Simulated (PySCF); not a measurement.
hexafluorodisilane (F₆Si₂), SMILES F[Si](F)(F)[Si](F)(F)F. Atoms are numbered in the order given.

```xyz
8

F      1.2975    -0.7491     1.7177
Si     0.0000     0.0000     1.1570
F      0.0000     1.4982     1.7177
F     -1.2975    -0.7491     1.7177
Si     0.0000     0.0000    -1.1570
F      1.2975     0.7491    -1.7177
F      0.0000    -1.4982    -1.7177
F     -1.2975     0.7491    -1.7177
```
Charge 0, spin multiplicity 1.

Geometry: PBE0-D3(BJ)/def2-SVP. The values are those of a single conformer.

Level of theory: HF/pcSseg-1 run with PySCF.

GIAO shieldings, no solvent; atoms alike by connectivity are averaged. δ = σ(ref) − σ: ¹⁹F against CFCl3 (σ = 238.5 ppm); ²⁹Si against TMS (σ = 393.8 ppm), references at their B3LYP-D3(BJ)/def2-TZVP geometries, non-relativistic.

Computed chemical shifts:
```
nucleus                   atoms  count  δ (ppm)
-------  ----------------------  -----  -------
¹⁹F      F1, F3, F4, F6, F7, F8      6   -106.9
²⁹Si                   Si2, Si5      2    -70.3
```
